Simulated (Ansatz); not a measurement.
**The dipole moment down a group: C to Ge**

One atom is swapped for its congeners: C3H8Se `CC[Se]C`; C2H8SeSi `C[SiH2][Se]C`; C2H8GeSe `[CH3][GeH2][Se]C`. All are singlets with charge 0.

Shapes, held fixed at every level: PBE0-D4/def2-TZVP. Flexible molecules stand in one conformer, not always the lowest. Programs: Ansatz 0.2.0. Values in D.

Task: How should the dipole moment change along the series?

Result: At wB97M-V/def2-TZVPP the dipole moment rises at every step, from 1.55 to 1.83 D. 1 of 4 levels show this order throughout; 2 agree on the largest and the smallest. Relativity is left out for Ge, Se unless named.

```tsv
level	C3H8Se	C2H8SeSi	C2H8GeSe
PBE-D4/def2-TZVPP	1.53	1.80	1.79
r2SCAN-D4/def2-TZVPP	1.63	1.91	1.91
B3LYP-D4/def2-TZVPP	1.54	1.80	1.81
wB97M-V/def2-TZVPP	1.55	1.82	1.83
```
